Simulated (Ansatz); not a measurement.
Saddle point of GaNH6O, singlet (GaNH₄ ([NH2][GaH2]) + H₂O → GaH₃O ([OH][GaH2]) + NH₃ (still joined by a long Ga–N bond); bonds formed: N2–H5; dative contacts that become bonds: Ga1–O6; bonds broken: H5–O6; bonds weakened to dative contacts: Ga1–N2), PBE0-D4/def2-TZVP structure:

```csv
atom,x (Å),y (Å),z (Å)
Ga1,-0.7792,-0.3543,-0.5951
N2,0.9064,0.6514,-0.3558
H3,-0.6310,-1.6307,-1.4811
H4,-2.0422,0.5614,-0.4386
H5,0.6440,-0.0072,0.8191
O6,-0.0934,-0.7893,1.2667
H7,1.7233,0.3628,-0.8769
H8,0.8660,1.6613,-0.3533
H9,-0.5940,-0.4554,2.0150
```

Energies are electronic, without zero-point energy. Barriers and step energies count from the start structure reached by relaxing down the imaginary mode; all methods use the PBE0-D4 structures, on which another method's saddle can fall below an end. Computed with Ansatz 0.2.0 (basis: def2-TZVPP, with def2-QZVPP for the basis limit); correlated methods freeze the cores. Filled d shells of the heavier atoms are correlated. The def2 sets are not built for correlating such inner shells, so the correlated values are less sure here. B3LYP uses VWN-RPA correlation. Extrapolation: Hartree–Fock as exp(−7.88 √X), correlation as X^−2.97.

```tsv
method	barrier (kJ/mol)	step energy (kJ/mol)
SPW92	-5.0	-41.7
PBE-D4	7.1	-48.7
BLYP-D4	12.8	-52.1
r2SCAN-D4	9.4	-54.8
B97M-V	?	-58.0
PBE0-D4	12.6	-52.6
B3LYP-D4	16.4	-55.0
r2SCAN0-D4	?	-56.3
BHLYP-D4	23.5	-59.8
CAM-B3LYP-D4	16.2	-55.7
wB97X-V	17.7	-56.6
wB97M-V	19.5	-52.9
B2PLYP	?	-56.2
PBE-QIDH	16.0	-55.8
RPA on PBE	18.1	-54.9
HF	41.5	-69.4
MP2	15.9	-55.0
CCSD	23.3	-57.5
CCSD(T)	19.5	-55.3
```

Task: Fill in the withheld barriers. (An estimate is asked for; the value comes from the calculation.)

Result: The calculation gives: r2SCAN0-D4 14.0; B2PLYP 17.4; B97M-V 20.8 kJ/mol. Each is the energy of the saddle less that of the start structure, by the same method.

For comparison, the barrier by CCSD(T) at an estimated basis limit (MP2 extrapolated from triple and quadruple zeta, plus CCSD(T) − MP2 in triple zeta) is 20.7 kJ/mol.

The T1 diagnostic stays at or below 0.013.

The step is the kind of ligand exchange by which a precursor binds to a hydroxyl group, or is hydrolysed, in atomic layer deposition of oxides.

Labels in which every atom is bracketed show which atoms are joined, not bond orders.

For scale, one of the runs: CCSD(T)/def2-TZVPP, 194 basis functions, launched by `ansatz run in.yaml --threads 4 --pin off --events-out ev --progress --plain --max-ram 9574MiB`. Hardware: 4 CPU threads of an Intel Xeon, shared host. Wall time 89 s; peak host memory 2.3 GiB.
